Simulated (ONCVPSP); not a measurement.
**What one change does to a pseudopotential (Zr (Z = 40), ONCV)**

- Element: Zr
- Generator: ONCVPSP 4.0.1
- Type: optimised norm-conserving Vanderbilt (ONCV)
- Functional: PBE
- Relativity: fully relativistic
- Frozen core: [Ar] 3d10
- Valence charge: 12
- Reference configuration: 4s2 4p6 4d2 5s2
- Partial waves: 4s+5s: rc 2.05 bohr, ncon 4, nbas 8, qcut 6.4 1/bohr, 2 projectors; 4p: rc 2.20 bohr, ncon 3, nbas 7, qcut 6.5 1/bohr, 2 projectors, debl 0.9 Ha; 4d: rc 2.25 bohr, ncon 5, nbas 9, qcut 7.7 1/bohr, 3 projectors, debl 3.5 Ha
- Local potential: polynomial inside 1.60 bohr (lpopt 5, dvloc0 3 Ha)
- Core correction: none

Open shells are filled in proportion to 2j + 1.

In the p channel the program set the typed energies aside and used -1.172, 0.250 Ha (j = l + 1/2; the other j can differ).

All-electron outer shells of the reference configuration (PBE, scalar-relativistic, ld1.x):

```
shell  level (eV)  outermost node (bohr)  outermost maximum (bohr)
   3d     -174.71                      –                      0.35
   4s      -54.50                   0.55                      1.08
   4p      -32.46                   0.56                      1.17
   5s       -4.44                   1.47                      3.15
   4d       -3.60                   0.58                      1.59
```

Change: d: rc 2.66.

Cutoffs: the cutoffs (Ha) at which the residual kinetic energy of the hardest occupied pseudo-wave falls to 1 and 0.1 mHa per electron; they do not see the model core or the augmentation charge, which bear on the density cutoff. Errors are all-electron minus pseudo energies relative to the spin-unpolarised reference configuration.

Task: Predict the effect on cutoff, ghosts and configuration errors.

Result: The potential gets softer (15 Ha and 19 Ha → 13 Ha and 16 Ha); of the 4 tests that both files solve, the error grows in 1 and shrinks in 1 by more than 15 % and 0.3 meV (median size 1.7 → 1.7 meV); neither file shows a bound ghost. A larger radius leaves more room for a smooth pseudo-wave, so fewer plane waves are needed.

| quantity | base | changed |
| --- | --- | --- |
| cutoff, loose | 15 Ha | 13 Ha |
| cutoff, tight | 19 Ha | 16 Ha |
| loose cutoff by channel | s 13 Ha, p 11 Ha, d 15 Ha | s 13 Ha, p 11 Ha, d 13 Ha |
| bound ghosts | none | none |
| GHOST(+) flags under 300 eV | none | none |
| error for 4s2 4p6 4d2 5s1, meV [ΔE 7.14 eV] | -0.4 | -0.4 |
| error for 4s2 4p6 4d2 5s0, meV [ΔE 20.08 eV] | -2.8 | -3.0 |
| error for 4s2 4p6 4d1 5s0, meV [ΔE 42.70 eV] | +5.0 | +7.3 |
| error for 4s2 4p6 4d2.5 5s1.5, meV [ΔE 0.51 eV] | -0.6 | -0.2 |
| s: phases at 2.08 bohr within 0.05 rad from the reference energy up to (Ha; the scan ends near 5) | 5.0 | 5.0 |
| p3/2: phases at 2.24 bohr within 0.05 rad from the reference energy up to (Ha; the scan ends near 5) | to the end of the scan | to the end of the scan |
| p1/2: phases at 2.24 bohr within 0.05 rad from the reference energy up to (Ha; the scan ends near 5) | to the end of the scan | to the end of the scan |
